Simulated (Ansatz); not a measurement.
A nudged elastic band was laid between two geometries of C₂H₉FSi₃ (15 atoms, charge 0, multiplicity 1).

These are results of RKS PBE-D4/cc-pVDZ (Ansatz 0.2.0), not measurements.

| Property | Result |
| --- | --- |
| movable images | 9 |
| climbing image | yes |
| spring | 5.0 eV/Å² |
| optimiser | quadratic models (default) |
| start path | through a guess of the saddle point |
| force threshold | 0.05 eV/Å |
| iteration limit | 57 |
| end points | relaxed |

Image 0:

```xyz
15
Properties=species:S:1:pos:R:3
F -2.006 0.535 1.451
Si -1.752 -0.477 0.142
C 0.068 -0.412 -0.325
Si 0.733 -1.784 -1.462
C 0.917 0.551 0.134
Si 0.562 2.038 1.281
H -2.639 0.000 -0.981
H -2.138 -1.875 0.559
H -0.122 -1.901 -2.704
H 2.153 -1.451 -1.848
H 0.692 -3.121 -0.759
H 1.977 0.495 -0.194
H -0.634 2.830 0.820
H 0.383 1.602 2.712
H 1.785 2.922 1.203
```

Image 10:

```xyz
15
Properties=species:S:1:pos:R:3
F -2.153 -2.015 -0.141
Si -1.600 -0.564 0.487
C 0.116 -0.361 -0.282
Si 0.675 -1.761 -1.451
C 0.937 0.701 -0.046
Si 0.519 2.160 1.083
H -1.569 -0.717 1.985
H -2.576 0.501 0.059
H -0.267 -1.891 -2.621
H 2.056 -1.407 -1.951
H 0.726 -3.081 -0.723
H 1.927 0.727 -0.547
H 0.507 3.453 0.304
H -0.851 1.924 1.676
H 1.530 2.281 2.197
```

**Question.** What changes between the two ends?

**Answer.** No bond is made or broken. The dihedral H7–Si2–C3–C5 goes from 104 to -65°.

**Question.** Give the energies along the band, and the barrier.

**Answer.** The run converged. The highest image is number 3 of 0 to 10, 2.0 kcal/mol above the first end and 2.6 kcal/mol above the last; the last end lies 0.6 kcal/mol below the first. Beside the main top the profile has a ripple of under 15 meV (maxima at images 3, 6), which may be a very shallow well or noise. A vibrational analysis at the climbing image gives one clearly imaginary mode, 126i cm⁻¹: a first-order saddle point.

| image | path coordinate (Å) | energy (kcal/mol) | dihedral H7–Si2–C3–C5 (°) |
| --- | --- | --- | --- |
| 0 | 0.00 | 0.0 | 104 |
| 1 | 1.34 | 0.0 | 127 |
| 2 | 2.69 | 0.2 | 154 |
| 3 | 4.03 | 2.0 | -180 |
| 4 | 5.02 | 1.3 | -165 |
| 5 | 6.01 | 1.3 | -144 |
| 6 | 7.00 | 1.4 | -126 |
| 7 | 7.99 | 1.1 | -107 |
| 8 | 8.98 | 0.4 | -88 |
| 9 | 9.97 | -0.3 | -75 |
| 10 | 10.96 | -0.6 | -65 |

**Question.** What is the geometry of the highest image?

**Answer.** 
```xyz
15
Properties=species:S:1:pos:R:3:forces:R:3
F -2.502 0.921 -0.158 -0.01 0.01 -0.01
Si -1.698 -0.484 0.240 0.02 -0.02 0.02
C 0.101 -0.389 -0.336 0.00 -0.01 -0.01
Si 0.675 -1.655 -1.631 0.00 -0.01 0.00
C 0.976 0.543 0.141 -0.01 0.01 -0.01
Si 0.603 1.914 1.413 0.00 -0.01 0.01
H -2.392 -1.622 -0.464 0.00 0.01 0.00
H -1.797 -0.629 1.738 0.00 0.00 -0.01
H -0.118 -1.493 -2.906 0.00 0.00 0.00
H 2.145 -1.447 -1.907 0.00 0.00 0.00
H 0.449 -3.063 -1.132 0.00 0.00 0.01
H 2.015 0.529 -0.248 0.00 0.00 0.01
H -0.544 2.772 0.945 0.00 0.00 0.00
H 0.227 1.296 2.739 0.00 0.00 0.00
H 1.839 2.757 1.596 0.00 0.00 0.00
```

Time of the run: 9.7 min on 2 threads of Intel(R) Xeon(R) Platinum 8488C (Sapphire Rapids), on a shared host, peak memory 0.24 GiB.
